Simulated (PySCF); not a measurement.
Potential energy of HgI⁺ along the bond

Set-up: Hg def2-SVP with ECP60, I def2-SVP with ECP28; scalar-relativistic core potentials (PySCF 2.14). Energies in eV from Hg⁺ + I in their ground configurations at the same level. State: ¹Σ⁺ (singlet), closed shell.

Curves on a restricted Hartree–Fock reference rise too fast on stretching and do not dissociate correctly.

```tsv
R (Å)	RHF
2.247	0.8190
2.352	0.1146
2.456	-0.2621
2.535	-0.3953
2.613	-0.4377
2.691	-0.4140
2.796	-0.3120
2.927	-0.1147
3.083	0.1711
3.292	0.5710
```

Problem. Put a parabola through the three lowest points of the RHF curve and estimate Re, k and ωe (reduced mass 77.94 u; 1 eV/Å² = 0.16022 mdyn/Å; ωe = 1302.8·√(k/μ) cm⁻¹).

Solution. Through R = 2.535, 2.613, 2.691 Å the second-order coefficient is 5.43 eV/Å², so Re ≈ 2.624 Å, k ≈ 1.74 mdyn/Å and ωe ≈ 195 cm⁻¹. A polynomial fit of higher order to the unrounded RHF energies gives Re = 2.620 Å, k = 1.66 mdyn/Å, ωe = 190 cm⁻¹; anharmonicity and rounding make the difference.

The higher-order fit for each curve: RHF: Re = 2.620 Å, ωe = 190 cm⁻¹, De = 0.438 eV.

These are scalar-relativistic numbers at best; spin–orbit coupling would shift them, the dissociation energy most. For an ion De counts to the pair picked by the measured ionisation energies or electron affinities, which need not be the lowest pair at this level. Where the molecule has an RHF reference, its open-shell atoms are computed with UHF. Hartree–Fock leaves out correlation, which carries a large part of most bond energies and some tenths to 1 eV of ionisation energies.
